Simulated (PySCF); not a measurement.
Cd(H)(NMe2), SMILES C[N](C)[CdH] (C₂H₇CdN), PBE0/def2-SVP optimised geometry.

```
11

Cd    -0.91     0.00     0.00
H     -2.56     0.00     0.00
N      1.10     0.00     0.00
C      1.89    -0.72    -0.95
C      1.89     0.72     0.95
H      2.56    -0.05    -1.55
H      2.56    -1.47    -0.48
H      1.27    -1.27    -1.68
H      2.56     0.05     1.54
H      2.56     1.47     0.47
H      1.27     1.27     1.68
```

Density from PBE0/def2-TZVP, def2 effective core potentials past Kr (PySCF) at that geometry. The core electrons that the potentials of Cd replace are not part of the density.

Minimum of the electron density along straight lines between bonded atoms, close to the bond critical point (lines longer than 1.1 times the sum of covalent radii, or with two minima, are not listed):

| bond | length / Å | ρ at the minimum / e bohr⁻³ | ∇²ρ there / e bohr⁻⁵ | position (fraction from the first atom) |
|---|---|---|---|---|
| Cd1–H2 | 1.650 | 0.118 | ___ | 0.66 |
| Cd1–N3 | 2.007 | 0.117 | ___ | 0.52 |
| N3–C4 | 1.434 | 0.282 | -0.76 | 0.59 |
| N3–C5 | 1.434 | 0.282 | -0.76 | 0.59 |
| C4–H6 | 1.113 | 0.268 | -0.89 | 0.64 |
| C4–H7 | 1.113 | 0.268 | -0.89 | 0.64 |
| C4–H8 | 1.102 | 0.273 | -0.93 | 0.64 |
| C5–H9 | 1.113 | 0.268 | -0.89 | 0.64 |
| C5–H10 | 1.113 | 0.268 | -0.89 | 0.64 |
| C5–H11 | 1.102 | 0.273 | -0.93 | 0.64 |

Task: What belongs in the gaps?

Result: 
- Cd1–H2, ∇²ρ there / e bohr⁻⁵: 0.11
- Cd1–N3, ∇²ρ there / e bohr⁻⁵: 0.45
